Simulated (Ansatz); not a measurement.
`C[SiH]([NH])O` radical. The species carries charge 0 and has multiplicity 2.

Z-matrix (Å, degrees):
```
C
Si 1 1.857
H 1 1.092 2 110.7
H 1 1.092 2 111.1 3 120.9
H 1 1.093 2 109.8 3 -119.3
N 2 1.747 1 114.3 3 -55.9
O 2 1.642 1 106.5 3 64.5
H 2 1.496 1 111.4 3 -174.3
H 6 1.022 2 114.1 1 -54.8
H 7 0.958 2 116.9 1 -163.0
```

(1) List the harmonic frequencies (cm⁻¹, unscaled) at PBE0-D4/def2-TZVP in Ansatz. (Estimate.)

(2) Is this a minimum?

(3) Give the ideal-gas thermochemistry at 298.15 K and 1 bar (rigid rotor, harmonic oscillator; point group C1, symmetry number 1).

Results:

(1) Ansatz gave: 140, 182, 189, 263, 302, 334, 635, 678, 739, 740, 771, 833, 859, 912, 962, 1272, 1444, 1448, 2164, 3054, 3141, 3145, 3495, 3922.

(2) Yes, all 24 modes are real.

(3) Zero-point energy 189.1 kJ/mol; H(298) − E = 209.3 kJ/mol; entropy 331.8 J/(mol·K), of which translation 162.9, rotation 105.5, vibration 57.6, electronic 5.8; G(298) − E = 110.4 kJ/mol.
